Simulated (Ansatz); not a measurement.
Reaction (redistribution): `OC(F)[SiH2][SiH3]` + `[SiH3][N]1[CH2][AlH]1` → `[SiH3][SiH2][N]1[CH2][AlH]1` + `OC(F)[SiH3]`

Isolated molecules relaxed with PBE0-D4/def2-TZVP in Ansatz; ΔE leaves out vibrations. CBS: MP2 limit from def2 TZ/QZ plus the TZ coupled-cluster correction, frozen cores. Functionals use def2-TZVPP. B3LYP here is the variant with VWN-RPA as its local correlation; programs differ in this. Each species was taken in one conformer, which may not be the lowest.

`OC(F)[SiH2][SiH3]`:

```xyz
12

O    -2.116   -1.469   -0.065
C    -0.799   -1.131   -0.276
F    -0.561   -0.969   -1.646
Si   -0.413    0.523    0.615
Si    1.699    1.275   -0.056
H    -2.271   -2.368   -0.372
H    -0.117   -1.935    0.035
H    -1.478    1.499    0.267
H    -0.435    0.263    2.080
H     2.705    0.199    0.154
H     2.096    2.457    0.756
H     1.689    1.655   -1.492
```

`[SiH3][N]1[CH2][AlH]1`:

```xyz
10

Si    0.681    0.856   -1.120
N     0.244   -0.133    0.202
C    -1.204   -0.477    0.561
Al    0.228   -1.161    1.608
H     0.202    0.288   -2.415
H     0.089    2.222   -1.005
H     2.163    0.976   -1.167
H    -1.805    0.382    0.862
H    -1.723   -1.067   -0.197
H     1.125   -1.886    2.671
```

`[SiH3][SiH2][N]1[CH2][AlH]1`:

Z-matrix (Å, degrees):
```
Si
Si 1 2.349
H 1 1.491 2 110.8
H 1 1.490 2 111.3 3 119.8
H 1 1.490 2 111.0 3 -120.2
N 2 1.711 1 111.7 3 -61.4
H 2 1.491 1 109.1 3 58.9
H 2 1.496 1 107.6 3 175.8
Al 6 1.744 2 165.6 1 113.8
C 6 1.531 2 123.7 1 -60.6
H 9 1.568 6 144.6 2 4.4
H 10 1.091 6 114.0 2 -65.7
H 10 1.092 6 114.3 2 63.1
```

`OC(F)[SiH3]`:

Cartesian coordinates in Å:
```
O -0.773 -1.344 -0.500
C -0.132 -0.562 0.435
F -1.007 -0.254 1.481
Si 0.426 1.067 -0.397
H -0.928 -2.222 -0.135
H 0.701 -1.096 0.912
H -0.756 1.724 -1.006
H 1.029 1.937 0.643
H 1.440 0.750 -1.434
```

| level | ΔE (eV) |
| --- | --- |
| r2SCAN | 0.04 |
| B3LYP | 0.04 |
| MP2/def2-QZVPP | 0.03 |
| CCSD/CBS(def2) | 0.03 |

(1) What does CCSD(T)/CBS give? (An estimate is asked.)

Largest T1 diagnostic among the species: 0.014.

## Answers

(1) Computed: +0.03 eV. The listed levels differ from it by 0.01, 0.01, 0.00, 0.00 eV.
